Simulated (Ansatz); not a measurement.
Wavefunction ladder for `NBOCN`

```xyz
12

N     1.775    1.515    0.684
B     0.807    0.861   -0.083
O    -0.313    0.381    0.541
C    -1.218   -0.411   -0.187
N    -0.729   -1.760   -0.296
H     2.602    1.916    0.283
H     1.700    1.615    1.681
H     0.946    0.758   -1.272
H    -2.176   -0.321    0.341
H    -1.344   -0.018   -1.203
H    -0.867   -2.278    0.562
H    -1.183   -2.257   -1.050
```

The species carries charge 0 and has multiplicity 1. Geometry: relaxed with PBE0-D4/def2-TZVP. It is one conformer, not always the lowest. Frozen core, restricted reference, Ansatz. CBS rows extrapolate triple and quadruple zeta; past MP2 they add the triple-zeta difference.

| basis | HF (Eh) | MP2 corr. | CCSD corr. | (T) | CCSD(T) total |
| --- | --- | --- | --- | --- | --- |
| def2-SVP | -250.28602 | -0.74814 | -0.79488 | -0.02092 | -251.10182 |
| def2-TZVPP | -250.58122 | -0.93545 | -0.96965 | -0.03675 | -251.58762 |
| def2-QZVPP | -250.59367 | -1.00289 | – | – | – |
| CBS(def2) | -250.59539 | -1.05285 | -1.08704 | as TZ | -251.71918 |
